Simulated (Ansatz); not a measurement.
```yaml
atoms:
  - { symbol: H, position_ang: [1.7250, 0.0000, 0.0000] }
  - { symbol: H, position_ang: [1.0755, 1.3487, 0.0000] }
  - { symbol: H, position_ang: [-0.3839, 1.6818, 0.0000] }
  - { symbol: H, position_ang: [-1.5541, 0.7485, 0.0000] }
  - { symbol: H, position_ang: [-1.5541, -0.7485, 0.0000] }
  - { symbol: H, position_ang: [-0.3839, -1.6818, 0.0000] }
  - { symbol: H, position_ang: [1.0755, -1.3487, 0.0000] }
```

Basis set: pcseg-2 (spherical functions). Charge 0, multiplicity 2.

Computed with Ansatz (development build ahead of 0.2.0); each method stands on the lowest determinant of its kind that the runs found. Restricted functionals stand beside restricted open-shell atoms, which can lie above the unrestricted atoms usual in DFT and then raise those values.

The atomization energy at this shape (free ground-state atoms in the same class of orbitals less the molecule, no zero-point energy) of doublet H7:

```json
{"method": "PBE0 (unrestricted)", "atomization energy": "135.82 kcal/mol"}
{"method": "UHF", "atomization energy": "49.27 kcal/mol"}
```

What does PBE0 (restricted open-shell) give?

131.89 kcal/mol. Caution: the shape is not the minimum. Caution for PBE0 (unrestricted): the unrestricted determinant is spin contaminated. Caution for UHF: the unrestricted determinant is a mixture of spin states.
